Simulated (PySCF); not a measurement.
A run for PySCF: D3(BJ) and D4 dispersion corrections on CH5ClO (a complex), monomers drawn apart or pushed together.

```python
from pyscf import gto
from pyscf.dispersion import dftd3, dftd4

mol = gto.M(
    atom='''
    O     0.14541781    0.25791158    0.11241167
    H    -0.43692279    0.42195430    0.86624213
    H    -0.41687628   -0.13738397   -0.56120688
    C     0.84354915   -0.86989294    2.91145230
    Cl   -0.77665163   -0.08498072    3.02167000
    H     1.15230803   -0.83791455    1.87133360
    H     1.52682544   -0.31001691    3.54194481
    H     0.74157575   -1.89145822    3.26359090
    ''',
    basis='def2-svp',
    charge=0, spin=0, verbose=0, max_memory=1800)
d3, d4 = {}, {}
for xc in ['hf', 'pbe', 'blyp', 'revpbe', 'tpss', 'r2scan', 'b3lyp', 'pbe0', 'bhlyp', 'camb3lyp', 'b2plyp']:
    d3[xc] = float(dftd3.DFTD3Dispersion(mol, xc=xc, version='d3bj', atm=False).get_dispersion()['energy'])
    print(f'D3(BJ) {xc:10s} {d3[xc]:14.8f} Eh')
for xc in ['hf', 'pbe', 'blyp', 'revpbe', 'tpss', 'r2scan', 'b3lyp', 'pbe0', 'bhlyp', 'camb3lyp', 'b2plyp']:
    d4[xc] = float(dftd4.DFTD4Dispersion(mol, xc={'camb3lyp': 'cam-b3lyp'}.get(xc, xc), atm=True).get_dispersion()['energy'])
    print(f'D4     {xc:10s} {d4[xc]:14.8f} Eh')
```

It printed:

```
D3(BJ) hf            -0.03266145 Eh
D3(BJ) pbe           -0.00408673 Eh
D3(BJ) blyp          -0.00852240 Eh
D3(BJ) revpbe        -0.01068312 Eh
D3(BJ) tpss          -0.00507242 Eh
D3(BJ) r2scan        -0.00112134 Eh
D3(BJ) b3lyp         -0.00691608 Eh
D3(BJ) pbe0          -0.00345382 Eh
D3(BJ) bhlyp         -0.00525230 Eh
D3(BJ) camb3lyp      -0.00300486 Eh
D3(BJ) b2plyp        -0.00310901 Eh
D4     hf            -0.01287823 Eh
D4     pbe           -0.00346332 Eh
D4     blyp          -0.00775726 Eh
D4     revpbe        -0.01176129 Eh
D4     tpss          -0.00469728 Eh
D4     r2scan        -0.00087394 Eh
D4     b3lyp         -0.00553494 Eh
D4     pbe0          -0.00290515 Eh
D4     bhlyp         -0.00386839 Eh
D4     camb3lyp      -0.00290304 Eh
D4     b2plyp        -0.00242696 Eh
```

The run finished.

Cost: roughly 0.04 core-seconds.
